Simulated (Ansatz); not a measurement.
The cluster Cd2O3H2⁺. Total charge 1; doublet. Geometry r2SCAN-D4/def2-SVP, that of the neutral singlet; atoms count from 1.

Cartesian coordinates in Å:
```
Cd 1.451 0.984 -0.055
Cd -0.769 -1.410 0.716
O 1.083 -0.779 0.713
O -2.596 -2.108 0.904
O 1.928 2.786 -0.674
H 1.873 2.833 -1.639
H -2.970 -2.307 0.034
```

In the def2 sets Cd takes a core potential; there is no spin–orbit coupling. The structure comes from a short search, and lower isomers may exist.

Estimate the Mulliken populations from the PBE0/def2-TZVP orbitals of Ansatz.


```csv
atom,charge (e),spin (α − β),d electrons
Cd1,1.01,-0.03,9.95
Cd2,1.01,-0.04,9.95
O3,-0.55,0.67,–
O4,-0.59,0.21,–
O5,-0.59,0.20,–
H6,0.35,0.00,–
H7,0.35,0.00,–
```
Mulliken values and Mayer orders depend strongly on the basis.

Where does the spin sit?

Summed by element: Cd -0.07, O 1.08, H -0.01, of 1 unpaired in all. Largest on single atoms: O3 0.67, O4 0.21, O5 0.20.

And the Mayer bond orders between bonded heavy atoms (over 0.3)?

Cd1–O3 0.63 (1.96 Å); Cd1–O5 0.89 (1.96 Å); Cd2–O3 0.64 (1.96 Å); Cd2–O4 0.89 (1.96 Å).
